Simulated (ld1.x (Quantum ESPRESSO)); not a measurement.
# thallium (Tl): one change to a PAW potential, before and after

Tl, PAW, made with ld1.x (Quantum ESPRESSO) 7.5 (PBEsol, scalar-relativistic). Core [Xe] 4f14, reference 5d10 6s1 6p0 (charge +2). Waves: 6s (bound): rcut 1.60, rcutus 2.00 bohr; 6s channel at 1.95 Ry: rcut 1.60, rcutus 2.00 bohr; 6p (bound, empty): rcut 2.15, rcutus 2.85 bohr; 6p channel at -0.75 Ry: rcut 2.15, rcutus 2.85 bohr; 5d (bound): rcut 1.20, rcutus 1.40 bohr; 5d channel at -1.55 Ry: rcut 1.20, rcutus 1.40 bohr. Local part: all-electron potential smoothed inside 2.30 bohr (lloc = -1). Core correction: a·sin(br)/r model core inside 1.30 bohr. Augmentation charge: PSQ, inside the norm-conserving radii.

All-electron outer shells of the reference configuration (PBEsol, scalar-relativistic, ld1.x):

| shell | level (eV) | outermost node (bohr) | outermost maximum (bohr) |
| --- | --- | --- | --- |
| 5p | -94.03 | 0.50 | 0.91 |
| 5d | -33.19 | 0.53 | 1.11 |
| 6s | -25.42 | 1.04 | 2.00 |
| 6p | -15.96 | 1.22 | 2.50 |

Change: all radii but the core radius scaled by about 0.95 (s 1.90, p 2.72, d 1.34 bohr, rcut 1.52/2.06/1.14); local potential all-electron potential smoothed inside 2.20 bohr (lloc = -1).

Cutoffs: the cutoffs (Ry, on a coarse ladder) from which the occupation-weighted sum of valence levels, in a spherical-Bessel basis at the reference potential, stays within 10 and 1 mRy of its value at 400 Ry; they do not see the model core or the augmentation charge, which bear on the density cutoff. Errors are all-electron minus pseudo energies relative to the spin-unpolarised reference configuration.

Task: How do hardness, ghosts and transferability respond?

Result: The potential gets harder (55 Ry and 100 Ry → 60 Ry and 110 Ry); the number of tests with a reliable result goes from 7 to 4 (the test run of the changed file stopped, so its transferability is not established); the errors of the 4 common tests hardly move; neither file shows a bound ghost. A smaller radius makes the pseudo-wave follow the all-electron one further in, where it bends more sharply, so more plane waves are needed.

| quantity | base | changed |
| --- | --- | --- |
| cutoff, loose | 55 Ry | 60 Ry |
| cutoff, tight | 100 Ry | 110 Ry |
| loose cutoff by channel (10 mRy a level) | s 8 Ry, d 45 Ry | s 10 Ry, d 50 Ry |
| bound ghosts | none | none |
| tests with a reliable result | 7 of 7 | 4 of 7 (the test run stopped) |
| error for 5d10 6s2 6p1, meV [ΔE -25.99 eV] | +8.4 | +8.7 |
| error for 5d10 6s2 6p0, meV [ΔE -20.84 eV] | +6.0 | +6.2 |
| error for 5d10 6s0 6p0, meV [ΔE 30.16 eV] | -14 | -14 |
| error for 5d10 6s1 6p1, meV [ΔE -12.48 eV] | +5.5 | +5.5 |
| lowest overlap eigenvalue by channel | s 0.58, p 0.50, d 0.93 | s 0.63, p 0.49, d 0.88 |
